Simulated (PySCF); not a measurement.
HfO, multiplicity 1. Atoms are numbered in the order given.

```xyz
2

Hf     0.0000     0.0000    -0.1734
O      0.0000     0.0000     1.5608
```

Geometry optimised at B3LYP-D3(BJ)/def2-TZVPD. The spin state was assumed, not searched. The def2 effective core potentials stand for the cores of Hf; spin–orbit coupling is left out.

Calculation: HF/def2-TZVPD in PySCF.

* **total energy**: -122.35134 hartree
* **point group**: C∞v
* **highest occupied level**: -7.34 eV
* **lowest empty level**: 0.34 eV
* **orbital gap**: 7.68 eV
* **dipole moment**: 4.12 D
* **quadrupole, principal values (traceless, Buckingham form, about the centre of nuclear charge)**: -8.21, 4.11, 4.11 D·Å
* **mean static polarisability**: 92.7 bohr³ (13.74 Å³)
* **polarisability, principal values**: 81.6, 98.3, 98.3 bohr³
